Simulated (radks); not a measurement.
Tl, configuration [Hg] 6p1.

Calculated with a radial shooting solver on a logarithmic mesh with Libxc functionals: Dirac Kohn-Sham, BLYP, spin-unpolarised, spherical densities, point nucleus; open shells fill j = l - 1/2 first.

Energy parts (Ry):
| part | energy |
|---|---|
| total | -40579.9047 |
| kinetic | 47045.9436 |
| electron-nucleus | -102566.2282 |
| Hartree | 15706.4131 |
| exchange-correlation | -766.0332 |

Orbitals (lengths in bohr, moments of r in powers of bohr; <r^-3> diverges for s and p1/2):
orbital,occ.,eigenvalue (Ry),<r^2>,<r^4>,<1/r>,<r^-3>,small-component weight
1s1/2,2,-6283.967,0.0003686,3.753e-07,99.55,-,9.53e-02
2s1/2,2,-1117.844,0.005545,0.00005409,24.56,-,2.19e-02
2p1/2,2,-1072.885,0.003911,0.00003199,24.49,-,2.20e-02
2p3/2,4,-920.9937,0.005095,0.00005092,19.69,22400,1.94e-02
3s1/2,2,-266.7294,0.03596,0.001958,9.006,-,7.36e-03
3p1/2,2,-246.4922,0.03272,0.001701,8.914,-,7.30e-03
3p3/2,4,-212.7248,0.03909,0.002394,7.658,5262,6.55e-03
3d3/2,4,-179.3967,0.02987,0.001575,7.558,922.1,6.44e-03
3d5/2,6,-172.1868,0.03159,0.001745,7.276,756.8,6.24e-03
4s1/2,2,-59.46819,0.1731,0.04329,3.820,-,2.52e-03
4p1/2,2,-50.75693,0.1760,0.04587,3.709,-,2.42e-03
4p3/2,4,-42.54453,0.2078,0.06376,3.274,1284,2.13e-03
4d3/2,4,-28.34747,0.2171,0.07449,3.075,203.4,1.93e-03
4d5/2,6,-26.81598,0.2282,0.08221,2.976,163.1,1.86e-03
5s1/2,2,-9.55267,0.8633,1.077,1.573,-,6.63e-04
4f5/2,6,-8.48747,0.2595,0.1338,2.624,35.23,1.49e-03
4f7/2,8,-8.14943,0.2668,0.1416,2.586,33.41,1.46e-03
5p1/2,2,-6.62849,1.000,1.495,1.448,-,5.76e-04
5p3/2,4,-5.13698,1.214,2.221,1.286,229.0,4.85e-04
5d3/2,4,-1.18011,2.183,8.742,0.9718,22.17,2.87e-04
5d5/2,6,-1.01889,2.385,10.64,0.9303,17.05,2.66e-04
6s1/2,2,-0.66558,7.163,84.14,0.5131,-,8.22e-05
6p1/2,1,-0.20686,14.41,394.8,0.3692,-,3.99e-05
6p3/2,0,-0.13499,20.63,831.2,0.3080,9.800,2.69e-05

The highest occupied level is 6p1/2 at -2.814 eV. The density falls to 0.001 e/bohr^3 at r = 4.54 bohr.
